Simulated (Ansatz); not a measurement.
Consider the ligand exchange at the Hf–I bond: `[F][Hf]([F])([Cl])[I]` + H–F → `[F][Hf]([F])([F])[Cl]` + HI.

Calculated with Ansatz (gas phase, PBE0-D4/def2-TZVP geometries, no zero-point term in ΔE). CBS: MP2 limit from def2 TZ/QZ plus the TZ coupled-cluster correction, frozen cores. This one scheme is used for every species. DFT in def2-TZVPP. B3LYP here is the variant with VWN-RPA as its local correlation; programs differ in this. def2 core potentials past Kr. For Hf, I outer-core shells are correlated without core-valence functions, which leaves a few kJ/mol of doubt a bond.

Q: Is it downhill or uphill in electronic energy at CCSD(T)/CBS, and by how much? (Estimate.)

A: The calculation gave: Downhill: ΔE = -5.7 kcal/mol.

Q: What do these levels give: B3LYP, r2SCANh, RPA@PBE/def2-TZVPP, HF/def2-SVP, HF/def2-TZVPP, MP2/CBS(def2)? (Best estimate.)

A: The calculation gave: B3LYP -10.8, r2SCANh -8.2, RPA@PBE/def2-TZVPP -7.8, HF/def2-SVP -11.8, HF/def2-TZVPP -8.4, MP2/CBS(def2) -2.8 kcal/mol.

Q: What do rigid-rotor, harmonic-oscillator terms from PBE0-D4/def2-TZVP frequencies (298.15 K, 1 bar) make of the CCSD(T)/CBS value? (Estimate.)

A: Computed: ΔZPE = -1.8 kcal/mol, ΔH = -7.8 kcal/mol, ΔS = -8 J/(mol·K), ΔG = -7.3 kcal/mol.

Largest T1 diagnostic among the species: 0.016.

Leaving LDA and LC-ωPBE aside and taking each functional with its dispersion term where it has one, the values, not all of them listed here, spread over 6.0 kcal/mol, from CAM-B3LYP-D4 to PBE-QIDH. LDA lies +1.2 kcal/mol from PBE without D4. The D4 term adds +1.5 kcal/mol with B3LYP and +0.9 kcal/mol with PBE0; it sums over pairs of atoms, weighted by their polarisabilities, and B3LYP, whose exchange is more repulsive, gets the larger term.
